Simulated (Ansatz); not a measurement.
C$_{6}$H$_{13}$, doublet, geometry from GFN2-xTB; Ansatz (a quantum-chemistry and plane-wave program) with CAM-B3LYP/STO-3G.

The Ansatz input:
Ansatz 0.2 input:
```yaml
crystal:
  periodic: [false, false, false]
  atoms:
    - {symbol: C, position_ang: [2.41049035, -0.32170320, 0.91371510]}
    - {symbol: C, position_ang: [1.57151961, -0.25079038, -0.30065431]}
    - {symbol: C, position_ang: [0.40966998, 0.64866289, -0.43689128]}
    - {symbol: C, position_ang: [-0.94297859, -0.10718236, -0.47617380]}
    - {symbol: C, position_ang: [-2.08282331, 0.86576106, -0.76064173]}
    - {symbol: C, position_ang: [-1.17964219, -0.84108017, 0.83937272]}
    - {symbol: H, position_ang: [2.00808795, 0.30595260, 1.70571581]}
    - {symbol: H, position_ang: [2.49009629, -1.34802493, 1.28583334]}
    - {symbol: H, position_ang: [3.43638330, 0.00620230, 0.70744873]}
    - {symbol: H, position_ang: [1.79866639, -0.91867284, -1.11540489]}
    - {symbol: H, position_ang: [0.38518179, 1.36158618, 0.39012731]}
    - {symbol: H, position_ang: [0.48376161, 1.21555236, -1.37390764]}
    - {symbol: H, position_ang: [-0.89554694, -0.84346481, -1.28577866]}
    - {symbol: H, position_ang: [-3.03312958, 0.33734373, -0.80007415]}
    - {symbol: H, position_ang: [-2.14274236, 1.61918421, 0.02240389]}
    - {symbol: H, position_ang: [-1.93264884, 1.37097698, -1.71238927]}
    - {symbol: H, position_ang: [-1.23336327, -0.13316759, 1.66416326]}
    - {symbol: H, position_ang: [-2.11379835, -1.39776809, 0.80396475]}
    - {symbol: H, position_ang: [-0.36836326, -1.53770698, 1.03553720]}
basis:
  gaussian:
    orbitals: STO-3G
hamiltonian:
  xc: cam_b3lyp
magnetization: {spin_polarized: true, initial_magnetization: 1}
accuracy: high
```

It wrote (shortened):

```
Functional definition: CAM-B3LYP
986 factors; integrals over basis functions are off by at most 4.8e-9 eV
386 factors; integrals over basis functions are off by at most 8.0e-10 eV
mean field evaluation 1: about -6351.6504 eV, gradient 6.7e0 eV
mean field evaluation 2: about -6352.0411 eV, gradient 2.9e0 eV
mean field evaluation 4: about -6352.0987 eV, gradient 1.6e-1 eV
mean field evaluation 8: about -6352.0107 eV, gradient 3.2e-3 eV
mean field evaluation 16: about -6352.0107 eV, gradient 1.6e-6 eV
mean field -6352.01067706 eV, -233.4320868344 hartree, gradient 5.6e-8 eV, S^2 0.754392; 0 other end points of the search recorded, 0 dependent functions left out
reference -6352.01069788 eV, -233.4320875997 hartree; 25, 24 occupied and 18, 19 virtual orbitals, 986 factors
Total energy: -6352.01069788 eV, -233.4320875997 hartree
```
